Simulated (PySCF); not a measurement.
Problem. Write Cartesian coordinates for `[F][AlH][SbH2]` as optimised with PBE0-D3(BJ)/def2-SVP.

Solution. 
```
atom  x, y, z in Å
F1     2.2603   -1.0177    0.6577
Al2    1.0687   -0.0799   -0.0434
Sb3   -1.4344   -0.5885    0.6427
H4     1.5810    1.0235   -1.0597
H5    -1.6393    1.1140    0.7911
H6    -1.8122   -0.4814   -1.0332
```

Orientation and origin are arbitrary. Atoms count from 1 in this order. Al2 (aluminium bonded to F, Sb and H) is planar (angles 127.3°, 117.3° and 115.4°, sum 360.0°, 0.00 Å off the plane of its three neighbours). Sb3 (antimony bonded to Al and 2 H) is pyramidal (angles 89.8°, 86.8° and 86.7°, sum 263.4°, 1.14 Å off the plane of its three neighbours).

Bonds between heavy atoms (Å): F1–Al2 1.671, Al2–Sb3 2.645.

The calculation used PBE0-D3(BJ)/def2-SVP geometry optimisation, gas phase, def2 core potentials past Kr in PySCF.

Point group: Cs (every atom within 0.08 Å of its image). No PBE0-D3(BJ)/def2-SVP frequencies stand behind this structure, so it isn't proved a minimum. One conformer, not necessarily the lowest (F1–Al2–Sb3–H 135° and -135°).
